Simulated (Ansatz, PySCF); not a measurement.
This Ansatz (a program for electronic structure) input computes a BLYP/def2-TZVPD energy:

Ansatz 0.2 input:
```yaml
crystal:
  periodic: [false, false, false]
  atoms:
    - {symbol: Ga, position_ang: [0.00000000, 0.00000000, 0.00000000]}
    - {symbol: I, position_ang: [0.00000000, 0.00000000, 2.38685459]}
    - {symbol: I, position_ang: [-0.00000000, -0.00000000, -2.38685459]}
basis:
  gaussian:
    orbitals: def2-TZVPD
hamiltonian:
  xc: {name: BLYP}
total_charge: 1
output: {forces: true}
```

Q: Write an input for the same energy in PySCF and say what it gives.

A: 
```python
from pyscf import gto, scf, dft

mol = gto.M(
    atom='''
    Ga    0.00000000    0.00000000    0.00000000
    I     0.00000000    0.00000000    2.38685459
    I    -0.00000000   -0.00000000   -2.38685459
    ''',
    basis='def2-tzvpd',
    ecp='def2-tzvp',
    charge=1,
    spin=0,
    verbose=4,
)

mf = dft.RKS(mol, xc='blyp').density_fit(auxbasis='def2-universal-jkfit')
mf.grids.level = 3
mf.conv_tol = 1e-9
mf.max_cycle = 100
mf.max_memory = 1500
mf.kernel()
if not mf.converged:
    mf = mf.newton()
    mf.kernel(mf.make_rdm1())
mf.analyze()
```
It gives -2520.05585 Eh, and Ansatz -2520.05582 Eh, a difference of 0.03 mEh, from the treatment of integrals and grids.
